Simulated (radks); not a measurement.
Values are calculated unless marked as measured or tabulated.
Task: Ne I, 10 electrons, occupied as [He] 2s2 2p5 3p1 (not the ground configuration). Code: a radial shooting solver on a logarithmic mesh with Libxc functionals. Model: non-relativistic Kohn-Sham, PBE, spin-polarised, spherical densities, point nucleus; open shells are filled with parallel spins first. Some entries of the table are withheld. Estimate them.

orbital,occ.,eigenvalue (hartree),<r^2> (bohr^2),<1/r> (bohr^-1)
1s up,1,(1),0.03378,9.601
1s down,1,(2),0.03371,9.608
2s up,1,-1.87016,0.8988,1.694
2s down,1,-1.79560,0.9155,1.679
2p up,3,-1.01765,0.9989,(3)
2p down,2,-0.94187,1.041,(4)
3p up,1,-0.06053,39.11,0.2186

Result: 
(1) 1s up eigenvalue (hartree): -31.12606
(2) 1s down eigenvalue (hartree): -31.09327
(3) 2p up <1/r> (bohr^-1): 1.546
(4) 2p down <1/r> (bohr^-1): 1.525
